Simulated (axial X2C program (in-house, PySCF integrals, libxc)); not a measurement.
**Potential curves of AlMo, 2c**

All values were computed with an axial X2C code built on PySCF integrals. Two-component (2c) means X2C with spin–orbit coupling and atomic mean-field two-electron Coulomb and Gaunt terms. Basis: Mo dyall-cv3z [11s12p9d5f3g], Al dyall-v3z [8s8p2d1f] (cores contracted in-house); Gaussian nuclei, density fitting, unrestricted open shells. Masses: Mo 97.905 u, Al 26.982 u.

State: Ω = 5/2 (⟨Sz⟩ = 2.50, ⟨Lz⟩ = 0.00 at PBE0). Energies in eV from the fragments at the same level (Mo + Al). Fits are polynomials in 1 − R0/R over 0.85 to 1.23 times the lowest point R0.

| R (Å) | PBE0 | PBE |
| --- | --- | --- |
| 2.4998 | -1.0828 | -1.4284 |
| 2.5822 | -1.1717 | -1.5010 |
| 2.6646 | -1.2172 | -1.5303 |
| 2.7470 | -1.2297 | -1.5271 |
| 2.8431 | -1.2134 | -1.4932 |
| 2.9393 | -1.1729 | -1.4357 |
| 3.0629 | -1.0978 | -1.3399 |

Occupations by symmetry block were frozen at the best pattern of an incomplete PBE0 search. De is counted from the lowest determinant-based energies of the atoms at the same level, without counterpoise correction. Density functionals use the spin component along the axis (collinear). A 2c atom that is not at its ground J level misses part of its spin–orbit lowering, and De is too large by that part (0.04 eV or less for light atoms). This holds for PBE0, PBE. PBE0 can misorder states that lie within some tenths of an eV, so this need not be the ground state of the molecule. The nearest other 2c determinant of the search, Ω = 7/2, lies 0.37 eV up at the distance of the search. The functionals have no current-density term, which raises determinants with orbital currents, atoms included. With several unpaired electrons one determinant need not be a pure state. This is the top spin component of a Σ state; components of lower Ω are not single determinants and can lie lower. The determinant is spin-polarised beyond a pure state at some levels (its spin-free form has ⟨S²⟩ too high), which makes Re and μ there less reliable.

Q: Fit the PBE0 curve near its minimum: give the equilibrium distance, the harmonic wavenumber and the well depth.

A: At PBE0, 2c: Re = 2.743 Å, ωe ≈ 218 cm⁻¹, De = 1.23 eV to Mo + Al; Be follows as 0.106 cm⁻¹.

Q: What are Re, ωe and De at the PBE level?

A: At PBE, 2c: Re = 2.696 Å, ωe ≈ 234 cm⁻¹, De = 1.53 eV to Mo + Al; Be follows as 0.11 cm⁻¹.
